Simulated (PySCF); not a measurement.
## Two-dimensional NMR puzzle

Compound of formula C5H9FOSi2. Correlations simulated from computed shifts and the bond graph:

HSQC (one-bond C–H):
```
   δH     δC
12.11  239.5
 5.55   80.7
 0.23   -8.6
```

COSY cross peaks (H two or three bonds apart, from the bond graph; peaks can be absent where the dihedral angle is near 90°):
```
   δH    δH
12.11  4.70
12.11  4.26
 5.55  4.43
 5.55  4.26
 4.70  4.26
 4.43  4.26
 4.43  0.23
 4.26  0.23
```

HMBC (two and three bonds, from the bond graph):
```
   δH                  δC
12.11                93.4
 5.55   117.0, 93.4, -8.6
 4.70  239.5, 117.0, 93.4
 4.43   117.0, 80.7, -8.6
 4.26   117.0, 80.7, -8.6
 4.26  239.5, 117.0, 93.4
 0.23                80.7
```

Carbons without hydrogens: δ 117.0, 93.4.

Calculated, not measured (PySCF 2.14.0 with density-fitted response routines): GFN2-xTB geometry, σ from GIAO-PBE0/pcSseg-1. Fast rotation and ring inversion assumed for equivalent nuclei, isolated molecule, one computed conformer, no relativistic terms.

δ = σ(ref) − σ, references computed at the same level: TMS for $^{1}$H and $^{13}$C.

Exchangeable hydrogens are left out of these lists.

Which molecule is this?

Results:

SMILES C[SiH2][C@@H](F)C#C[SiH2]C=O.

Mapped SMILES: `[CH3:1][SiH2:2][C@@H:3]([F:4])[C:5]#[C:6][SiH2:7][CH:8]=[O:9]`. Hydrogens are named by the atom that carries them. Ha(Si2), Ha(Si7) are pro-R; Hb(Si2), Hb(Si7) are pro-S.

δC 239.5 is C8, a carbonyl carbon (δH 12.11). δC 117.0 is C5, an alkyne carbon. δC 93.4 is C6, an alkyne carbon. δC 80.7 is C3, a propargylic sp3 CH bonded to F and Si (δH 5.55). δC -8.6 is C1, a methyl carbon bonded to Si (δH 0.23). HMBC from δH 12.11 reaches the proton-free carbon C6. HMBC from δH 5.55 reaches the proton-free carbons C5, C6. HMBC from δH 4.70 reaches the proton-free carbons C5, C6. HMBC from δH 4.43 reaches the proton-free carbon C5. COSY links 12.11–4.70, 12.11–4.26, 5.55–4.43, 5.55–4.26, 4.70–4.26, 4.43–4.26.

The data come from this structure; uniqueness wasn't tested.

Shifts are as computed. Against solution values, carbons near 30 ppm lie about +3 ppm off and those near 130 ppm about +5 ppm. Of 1309 compounds with measured shifts, 239 miss one by over three times the rms of a fit or turn the order of signals round; such compounds aren't used in these exercises.
